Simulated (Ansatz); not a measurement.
The input (input.yaml):

```yaml
crystal:
  periodic: [false, false, false]
  atoms:
    - { symbol: Ga, position_ang: [-0.083689, 0.587476, -0.606414] }
    - { symbol: "N", position_ang: [-0.117444, 0.198908, 2.487797] }
    - { symbol: H, position_ang: [-0.89617, -0.025141, 3.08259] }
    - { symbol: H, position_ang: [0.723947, 0.071337, 3.022908] }
    - { symbol: "N", position_ang: [1.569707, 0.060787, -1.115941] }
    - { symbol: H, position_ang: [1.754639, -0.776883, -1.629787] }
    - { symbol: H, position_ang: [2.405239, 0.426386, -0.705226] }
    - { symbol: "N", position_ang: [-1.665632, -0.078952, -1.181144] }
    - { symbol: H, position_ang: [-1.783975, -0.99869, -1.556433] }
    - { symbol: H, position_ang: [-2.540541, 0.303304, -0.883168] }
    - { symbol: F, position_ang: [-0.15673, 2.063892, 0.293703] }
    - { symbol: H, position_ang: [-0.183953, 1.193275, 2.232615] }
basis:
  gaussian: { orbitals: def2-SVP }
hamiltonian:
  xc: hf
relax:
  f_tol: 0.03
  max_steps: 50
```

Launched with:

```bash
$ ansatz run input.yaml --threads 2 --pin off --max-ram 3072MiB --backend cpu --events-out ev --progress --plain --runs-dir out
```

Hardware: 2 threads of Arm Neoverse V1, on a shared host.

Q: Roughly how long does this run take, and how much memory?

A: 29 s, with a peak of 0.29 GiB, for 11 ionic steps.
